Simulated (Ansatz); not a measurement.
Molecule: ScF3 (charge +1, doublet). SMILES of the parent species: [F][Sc]([F])[F]

Atoms: Sc1, F2, F3, F4. Bonds: Sc1-F2, Sc1-F3, Sc1-F4.

Bond lengths (Å) and angles (degrees) optimised at HF/STO-3G with Ansatz (a program for electronic structure); HF/3-21G with Ansatz; HF/6-31G* with LANL2DZ past Ar with Ansatz; PBE/6-31G* with LANL2DZ past Ar with Ansatz; B3LYP/LANL2DZ with Ansatz; B3LYP/6-31G* with LANL2DZ past Ar with Ansatz, each started from the B3LYP-D3(BJ)/def2-TZVP structure (Ansatz) of the last column. A row stands for all coordinates that are equal there. 6-31G* holds six Cartesian d functions. No wavenumbers were computed at HF/STO-3G, PBE/6-31G* with LANL2DZ past Ar, B3LYP/LANL2DZ, so these may be saddle points.

| coordinate | HF/STO-3G | HF/3-21G | HF/6-31G* with LANL2DZ past Ar | PBE/6-31G* with LANL2DZ past Ar | B3LYP/LANL2DZ | B3LYP/6-31G* with LANL2DZ past Ar | B3LYP-D3(BJ)/def2-TZVP |
|---|---|---|---|---|---|---|---|
| Sc1-F2 | 1.831 | 1.758 | 1.769 | 1.760 | 1.773 | 1.754 | 1.762 |
| Sc1-F3 | 1.831 to 2.192 | 1.758 to 2.328 | 1.769 to 2.362 | 1.918 | 1.948 | 1.914 | 1.939 |
| F2-Sc1-F3 | 108.3 to 143.4 | 100.9 to 120.2 | 101.0 to 124.8 | 112.7 | 113.3 | 114.7 | 116.8 |
| F3-Sc1-F4 | 108.3 | 100.9 | 101.0 | 64.5 | 63.4 | 63.3 | 62.7 |

A range marks coordinates that this level makes unequal.

Mean signed difference of all 3 bond lengths from B3LYP-D3(BJ)/def2-TZVP: HF/STO-3G 0.071 Å, HF/3-21G 0.068 Å, HF/6-31G* with LANL2DZ past Ar 0.086 Å, PBE/6-31G* with LANL2DZ past Ar -0.015 Å, B3LYP/LANL2DZ 0.010 Å, B3LYP/6-31G* with LANL2DZ past Ar -0.020 Å.
